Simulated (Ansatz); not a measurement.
Geometry optimisation, UKS r2SCAN/def2-SVP (Ansatz 0.2.0).

Input file:

```yaml
crystal:
  periodic: [false, false, false]
  atoms:
    - { symbol: W, position_ang: [-0.131005, -0.140923, -0.435933] }
    - { symbol: H, position_ang: [0.028881, 0.263435, 2.446564] }
    - { symbol: H, position_ang: [1.386045, 0.173497, 0.20132] }
    - { symbol: H, position_ang: [0.204511, 1.37523, 0.193275] }
    - { symbol: H, position_ang: [-1.534425, 0.503175, 0.269814] }
    - { symbol: H, position_ang: [0.463347, -1.551908, 0.30186] }
    - { symbol: H, position_ang: [-0.188637, -0.218257, -2.156297] }
    - { symbol: H, position_ang: [-0.228717, -0.404249, 2.359397] }
magnetization:
  spin_polarized: true
  initial_magnetization: 1
basis:
  gaussian: { orbitals: def2-SVP }
hamiltonian:
  xc: r2scan
relax:
  f_tol: 0.03
  max_steps: 50
```

Launched with:

```bash
$ ansatz run input.yaml --threads 2 --pin off --max-ram 3072MiB --backend cpu --events-out ev --progress --plain --runs-dir out
```

Where does it end, and by what steps?

The forces met the threshold. After 14 steps the energy has fallen by 0.361 eV; H2 moved furthest, 0.81 Å. Joined: W1–H2, W1–H8.

```csv
step,energy less start (eV),largest force component (eV/Å),accepted
0,0.0000,1.586,yes
1,-0.0882,0.163,yes
2,-0.1560,0.526,yes
3,-0.2661,0.220,yes
4,-0.3060,0.824,yes
5,-0.3152,1.131,yes
6,-0.3448,0.333,yes
7,-0.3509,0.073,yes
8,-0.3510,0.162,yes
9,-0.3559,0.033,yes
10,-0.3564,0.066,yes
11,-0.3581,0.084,yes
12,-0.3596,0.080,yes
13,-0.3602,0.037,yes
14,-0.3606,0.017,yes
```

```xyz
8
Properties=species:S:1:pos:R:3
W -0.125 -0.126 -0.200
H -0.381 0.226 1.746
H 1.412 0.161 0.406
H 0.288 1.386 0.396
H -1.509 0.579 0.490
H 0.420 -1.560 0.535
H -0.256 -0.269 -1.950
H 0.150 -0.396 1.757
```

The run took 16 s on 2 threads of AMD EPYC 9B45 (Zen 5), with other jobs on the host, peak memory 0.2 GiB.
